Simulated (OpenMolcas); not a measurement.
## Ta4+: moving or changing the point charges

Ta4+ among 2 point charges of -1.5 e arranged as a linear pair (D∞h), 2.2 Å from the ion.

- Program: OpenMolcas 26.06
- Method: CASSCF
- Basis: ANO-RCC-VDZP [7s6p4d2f1g]
- Scalar Hamiltonian: DKH2, point nucleus
- Active space: 1 electron in 5 orbitals (5d)
- State averaging: 2S+1 = 2 even, 5 roots
- Spin-orbit coupling: RASSI with atomic mean-field integrals over the reference wave functions

Runs around this geometry, states (labels by Λ). Energies in cm-1 above the lowest state or level, χT in cm3 K/mol.

| R (Å) | q (e) | Ground state | First state of that spin | First gap with spin-orbit (degeneracies) | χT at 300 K |
| --- | --- | --- | --- | --- | --- |
| 2.2 | -0.98 | 2Δ | 2Π 7237 | 6945 (2, 2) | 0.156 |
| 1.99 | -1.5 | 2Δ | 2Π 14302 | 6324 (2, 2) | 0.148 |
| 2.2 | -1.5 | 2Δ | 2Π 11181 | 6583 (2, 2) | 0.150 |
| 2.3 | -1.5 | 2Δ | 2Π 9990 | 6689 (2, 2) | 0.151 |

Taking the first state of the same spin as R^-n, n = -ln(9990 / 14302) / ln(2.3 / 1.99) = 2.5 between the shortest and longest distance.

Scaling the charges by -0.98 / -1.5 = 0.65 scales the first state of the same spin by 7237 / 11181 = 0.65; with fixed orbitals a first-order splitting would follow the charge.

This is an electrostatic model: the charges have no orbitals. No measured value stands beside these numbers.
